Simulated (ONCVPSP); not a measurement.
## An all-electron radial function and its pseudo partner (S (Z = 16))

Columns: radius, all-electron u(r) and pseudo u(r) of the 3s shell (level -17.87 eV) of sulfur in the configuration [Ne] 3s1 3p5; PBEsol, scalar-relativistic, ONCV scheme, ONCVPSP 4.0.1.

```json
{"r (bohr)": "0.075", "all-electron": "0.1843", "pseudo": "0.0364"}
{"r (bohr)": "0.150", "all-electron": "-0.0802", "pseudo": "0.0705"}
{"r (bohr)": "0.225", "all-electron": "-0.3082", "pseudo": "0.1030"}
{"r (bohr)": "0.300", "all-electron": "-0.4062", "pseudo": "0.1378"}
{"r (bohr)": "0.375", "all-electron": "-0.3893", "pseudo": "0.1787"}
{"r (bohr)": "0.450", "all-electron": "-0.2947", "pseudo": "0.2267"}
{"r (bohr)": "0.525", "all-electron": "-0.1566", "pseudo": "0.2787"}
{"r (bohr)": "0.600", "all-electron": "-0.0008", "pseudo": "0.3309"}
{"r (bohr)": "0.675", "all-electron": "0.1556", "pseudo": "0.3821"}
{"r (bohr)": "0.750", "all-electron": "0.3020", "pseudo": "0.4351"}
{"r (bohr)": "0.825", "all-electron": "0.4322", "pseudo": "0.4943"}
{"r (bohr)": "0.900", "all-electron": "0.5438", "pseudo": "0.5614"}
{"r (bohr)": "0.975", "all-electron": "0.6361", "pseudo": "0.6330"}
{"r (bohr)": "1.050", "all-electron": "0.7096", "pseudo": "0.7017"}
{"r (bohr)": "1.125", "all-electron": "0.7653", "pseudo": "0.7597"}
{"r (bohr)": "1.200", "all-electron": "0.8048", "pseudo": "0.8024"}
{"r (bohr)": "1.275", "all-electron": "0.8300", "pseudo": "0.8294"}
{"r (bohr)": "1.350", "all-electron": "0.8427", "pseudo": "0.8426"}
{"r (bohr)": "1.425", "all-electron": "0.8449", "pseudo": "0.8449"}
{"r (bohr)": "1.500", "all-electron": "0.8383", "pseudo": "0.8383"}
{"r (bohr)": "1.575", "all-electron": "0.8245", "pseudo": "0.8245"}
{"r (bohr)": "1.650", "all-electron": "0.8050", "pseudo": "0.8050"}
{"r (bohr)": "1.725", "all-electron": "0.7810", "pseudo": "0.7810"}
{"r (bohr)": "1.800", "all-electron": "0.7537", "pseudo": "0.7536"}
{"r (bohr)": "1.875", "all-electron": "0.7239", "pseudo": "0.7238"}
{"r (bohr)": "1.950", "all-electron": "0.6924", "pseudo": "0.6924"}
```

Task: How many radial nodes do the two functions have?

Result: The all-electron 3s function has n − l − 1 = 2; the pseudo-wave has 0, since the states of the same l below it are removed with the core.

Task: At about which radius was the pseudo-wave matched?

Result: 1.50 bohr. The columns agree to 0.0005 from 1.35 bohr on; several derivatives are matched, so the curves merge somewhat inside the radius.

Task: Is the pseudo-wave norm-conserving?

Result: Yes: the ONCV scheme keeps the norm inside the radius equal to the all-electron one, which fixes the energy derivative of the logarithmic derivative at the level.
